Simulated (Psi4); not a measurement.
H2Cl2Si, charge -1, doublet, at a GFN2-xTB geometry (a state made from the parent by changing its charge; the spin is typed, not shown lowest) (a gas-phase anion, which may not be bound at this level); MP2/cc-pVDZ (Psi4).

Here is a job for Psi4.
```
memory 2 GB

molecule mol {
-1 2
  Si    0.003656    0.070023   -0.005306
  Cl    2.267951   -0.189573    0.069966
  Cl   -2.275868    0.037939   -0.058476
  H     0.011046    0.895508    1.195481
  H     0.072362    0.701955   -1.316531
}

set basis cc-pvdz
set reference uhf
set freeze_core true
set mp2_type conv
set scf_type pk
set puream true
set d_convergence 1e-8

energy('mp2')
print_variables()
```

It wrote (shortened):

```
   => Loading Basis Set <=

    Name: CC-PVDZ
    Role: ORBITAL
    Keyword: BASIS

         ---------------------------------------------------------
                                   SCF
               by Justin Turney, Rob Parrish, Andy Simmonett
                          and Daniel G. A. Smith
                              UHF Reference
         ---------------------------------------------------------

  ==> Geometry <==

    Molecular point group: c1
    Full point group: C1

    Geometry (in Angstrom), charge = -1, multiplicity = 2:

       Center              X                  Y                   Z               Mass
    ------------   -----------------  -----------------  -----------------  -----------------
         SI           0.004561672347     0.087369848696    -0.006620409630    27.976926534650
         CL           2.268856672347    -0.172226151304     0.068651590370    34.968852682000
         CL          -2.274962327653     0.055285848696    -0.059790409630    34.968852682000
         H            0.011951672347     0.912854848696     1.194166590370     1.007825032230
         H            0.073267672347     0.719301848696    -1.317845409630     1.007825032230

  Running in c1 symmetry.

  Rotational constants: A =      3.36425  B =      0.04631  C =      0.04614 [cm^-1]
  Rotational constants: A = 100857.62026  B =   1388.43332  C =   1383.15022 [MHz]
  Nuclear repulsion =  167.545876815998810

  Charge       = -1
  Multiplicity = 2
  Electrons    = 51
  Nalpha       = 26
  Nbeta        = 25

  ==> Algorithm <==

  SCF Algorithm Type is PK.
  DIIS enabled.
  MOM disabled.
  Fractional occupation disabled.
  Guess Type is SAD.
  Energy threshold   = 1.00e-08
  Density threshold  = 1.00e-08
  Integral threshold = 1.00e-12

  ==> Primary Basis <==

  Basis Set: CC-PVDZ
    Blend: CC-PVDZ
    Number of shells: 30
    Number of basis functions: 64
    Number of Cartesian functions: 67
    Spherical Harmonics?: true
    Max angular momentum: 2

  ==> Integral Setup <==

  Using in-core PK algorithm.
   Calculation information:
      Number of atoms:                   5
      Number of AO shells:              30
      Number of primitives:            160
      Number of atomic orbitals:        67
      Number of basis functions:        64

      Integral cutoff                 1.00e-12
      Number of threads:                 1

  Performing in-core PK
  Using 4328480 doubles for integral storage.
  We computed 98905 shell quartets total.
  Whereas there are 108345 unique shell quartets.

  ==> DiskJK: Disk-Based J/K Matrices <==

    J tasked:                  Yes
    K tasked:                  Yes
    wK tasked:                  No
    Schwarz Cutoff:          1E-12

  Minimum eigenvalue in the overlap matrix is 1.2763518116E-02.
  Reciprocal condition number of the overlap matrix is 3.4606274903E-03.
    Using symmetric orthogonalization.

  ==> Pre-Iterations <==

  SCF Guess: Superposition of Atomic Densities via on-the-fly atomic UHF (no occupation information).

   -------------------------
    Irrep   Nso     Nmo
   -------------------------
     A         64      64
   -------------------------
    Total      64      64
   -------------------------

  ==> Iterations <==

                        Total Energy        Delta E     RMS |[F,P]|

   @UHF iter SAD: -1208.52229576710056   -1.20852e+03   0.00000e+00
   @UHF iter   1: -1209.14909676471189   -6.26801e-01   3.60513e-03 DIIS/ADIIS
   @UHF iter   2: -1209.18642708409811   -3.73303e-02   1.18807e-03 DIIS/ADIIS
   @UHF iter   3: -1209.19068033613985   -4.25325e-03   3.24510e-04 DIIS/ADIIS
   @UHF iter   4: -1209.19145070138325   -7.70365e-04   8.49827e-05 DIIS
   @UHF iter   5: -1209.19150958407567   -5.88827e-05   3.44365e-05 DIIS
   @UHF iter   6: -1209.19151970106304   -1.01170e-05   1.22077e-05 DIIS
   @UHF iter   7: -1209.19152127786447   -1.57680e-06   3.96026e-06 DIIS
   @UHF iter   8: -1209.19152143664519   -1.58781e-07   1.15800e-06 DIIS
[...]
  @UHF Final Energy: -1209.19152145179896
    Total Energy =                      -1209.1915214517989625
  DIE_IF_NOT_CONVERGED          => (empty)
[...]
  ORTH_TYPE                     => (empty)
  OS_SCALE                      => (empty)
  PARENT_SYMMETRY               => (empty)
  PCG_BETA_TYPE                 => (empty)
  PCG_CONVERGENCE               => (empty)
  PCG_MAXITER                   => (empty)
  PCM                           => (empty)
  PE                            => (empty)
  PRINT                         => (empty)
  PRINT_NOONS                   => (empty)
  PROPERTIES                    => (empty)
  PROPERTIES_ORIGIN             => (empty)
  PUREAM                        => TRUE            !
  QC_MODULE                     => (empty)
  RAS1                          => (empty)
  RAS2                          => (empty)
  RAS3                          => (empty)
  RAS4                          => (empty)
  RELATIVISTIC                  => (empty)
  RELAXED                       => (empty)
  REMP_A                        => (empty)
  RESTRICTED_DOCC               => (empty)
  RESTRICTED_UOCC               => (empty)
  RMS_MOGRAD_CONVERGENCE        => (empty)
  R_CONVERGENCE                 => (empty)
  SCF_TYPE                      => PK              !
  SCREENING                     => (empty)
  SCS_TYPE                      => (empty)
  SOCC                          => (empty)
  SOS_TYPE                      => (empty)
  SPIN_SCALE_TYPE               => NONE            !
  SS_SCALE                      => (empty)
  SYMMETRIZE                    => (empty)
  TPDM_ABCD_TYPE                => (empty)
  WFN                           => (empty)
  WFN_TYPE                      => OMP2            !
  WRITER_FILE_LABEL             => (empty)
  ZORA_BASIS_TOLERANCE          => (empty)
  ZORA_NR_DEBUG                 => (empty)
  ZORA_PRUNING_SCHEME           => (empty)
  ZORA_RADIAL_POINTS            => (empty)
  ZORA_SPHERICAL_POINTS         => (empty)

 ==============================================================================
 ==============================================================================
 ==============================================================================

                             MP2
                    Program Written by Ugur Bozkaya,
              Additional Contributions by J. P. Misiewicz

 ==============================================================================
 ==============================================================================
 ==============================================================================

	MO spaces per irreps...

	IRREP   FC   AOCC  BOCC  AVIR    BVIR  FV
	==========================================
	   A    15    11    10    38     39     0
	==========================================

	Computing MP2 energy using SCF MOs (Canonical MP2)...
	==============================================================================
	Nuclear Repulsion Energy (a.u.)    :   167.54587681599881
	SCF Energy (a.u.)                  : -1209.19152145179896
	REF Energy (a.u.)                  : -1209.19152145179896
	Alpha-Alpha Contribution (a.u.)    :    -0.04885091322655
	Alpha-Beta Contribution (a.u.)     :    -0.27357079230248
	Beta-Beta Contribution (a.u.)      :    -0.04375005202856
	Scaled_SS Correlation Energy (a.u.):    -0.03086698841837
	Scaled_OS Correlation Energy (a.u.):    -0.32828495076298
	SCS-MP2 Total Energy (a.u.)        : -1209.55067339098036
	SOS-MP2 Total Energy (a.u.)        : -1209.54716348179227
	SCSN-MP2 Total Energy (a.u.)       : -1209.35449915064783
	SCS-MP2-VDW Total Energy (a.u.)    : -1209.58799254857354
	SOS-PI-MP2 Total Energy (a.u.)     : -1209.57452056102238
	MP2 Correlation Energy (a.u.)      :    -0.36617175755759
	MP2 Total Energy (a.u.)            : -1209.55769320935656
	==============================================================================

  Variable Map:
  ----------------------------------------------------------------------------
[...]
  Array Variable Map:
  ----------------------------------------------------------------------------
[...]
[...]
```
